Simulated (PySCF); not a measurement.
**Gas-phase thermal properties of In2O**

Computed with PySCF (xtb for GFN2) and rigid-rotor harmonic-oscillator thermochemistry at 1 bar. All species are closed-shell singlets. In: scalar-relativistic def2 core potential, no spin-orbit coupling. The harmonic model lacks anharmonicity and excited electronic states, which grow with temperature; levels with a mode under 35 cm⁻¹ are left out. Soft modes under 120 cm⁻¹ make the harmonic entropy rough for In2O.

```tsv
level	point group	σ	ZPE (kJ/mol)	S°298 (J/mol/K)	Cp298 (J/mol/K)	S°1000 (J/mol/K)	H1000 − H298 (kJ/mol)
GFN2-xTB	D∞h	2	5.4	298.4	58.2	371.7	42.8
PBE/def2-SVP	D∞h	2	6.0	310.3	56.7	382.6	42.3
PBE0/def2-TZVP	D∞h	2	6.5	304.9	56.3	376.9	42.1
```
σ: rotational symmetry number. Electronic degeneracy used: 1. Frequencies are unscaled.
